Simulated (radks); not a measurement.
Problem. Species: the gold ion Au4+. Configuration: [Xe] 4f14 5d6.75 6s0.25 (fractional occupations, a model configuration). Method: Dirac Kohn-Sham, LDA (Slater exchange, Perdew-Wang correlation), spin-unpolarised, spherical densities, point nucleus; open shells are shared between the two j in proportion to 2j + 1; computed with a radial shooting solver on a logarithmic mesh with Libxc functionals. Some entries of the table are withheld. Estimate them.

orbital,occ.,eigenvalue (hartree),<r^2> (bohr^2)
1s1/2,2,-2963.692,0.0003935
2s1/2,2,-524.1910,0.005942
2p1/2,2,-502.8412,0.004204
2p3/2,4,-435.4451,0.005392
3s1/2,2,-125.2177,0.03861
3p1/2,2,-115.6104,0.03520
3p3/2,4,-100.7406,0.04163
3d3/2,4,-84.75785,0.03191
3d5/2,6,-81.55976,0.03366
4s1/2,2,-28.70808,0.1873
4p1/2,2,-24.61352,0.1910
4p3/2,4,-21.03779,0.2240
4d3/2,4,-14.33112,0.2364
4d5/2,6,-13.66514,0.2481
5s1/2,2,-5.94049,0.9490
4f5/2,6,-5.05187,0.2958
4f7/2,8,-4.91135,0.3042
5p1/2,2,-4.59319,1.103
5p3/2,4,-3.95901,1.314
5d3/2,2.7,-2.10357,2.111
5d5/2,4.05,-2.02885,2.231
6s1/2,0.25,-1.66964,5.094
6p1/2,0,-1.33020,(1)
6p3/2,0,-1.22554,(2)
6d3/2,0,(3),13.08
6d5/2,0,(4),13.54
7s1/2,0,-0.75159,19.38
5f5/2,0,-0.68506,9.936
5f7/2,0,-0.68259,10.05

Solution. 
(1) 6p1/2 <r^2> (bohr^2): 6.486
(2) 6p3/2 <r^2> (bohr^2): 7.460
(3) 6d3/2 eigenvalue (hartree): -0.78514
(4) 6d5/2 eigenvalue (hartree): -0.77152
